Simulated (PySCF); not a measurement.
## From computed data to an observable: dipole moment from atomic charges

InFI₂, SMILES [F][In]([I])[I]. Atoms are numbered in the order given.

```xyz
4

In     0.0000     0.0000     0.6730
F      0.0000     0.0000     2.6231
I      0.0000     2.3485    -0.5338
I      0.0000    -2.3485    -0.5338
```

Geometry optimised at PBE0-D3(BJ)/def2-SVP. The structure was generated by enumeration; whether it is a known compound was not checked. The def2 effective core potentials stand for the cores of I, In; spin–orbit coupling is left out.

Charges (e) from PySCF with PBE0/def2-TZVP:

| atom | Mulliken | ESP fit |
|---|---|---|
| In1 | 0.912 | 0.574 |
| F2 | -0.461 | -0.342 |
| I3 | -0.225 | -0.116 |
| I4 | -0.225 | -0.116 |

The dipole moment of the full density is 1.88 D.

### Question
What dipole moment does each set of point charges give, and which comes closer to that of the density?

### Answer

μ = Σ q r, and 1 e Å = 4.8032 D.
Mulliken: Σ q r = (0.000, 0.000, -0.355) e Å, |μ| = 1.71 D.
ESP fit: Σ q r = (0.000, 0.000, -0.387) e Å, |μ| = 1.86 D.
ESP fit comes closer in size. Point charges leave out the atoms' own dipoles (lone pairs, polarised bonds); fits to the potential absorb them, partitions of the density don't.
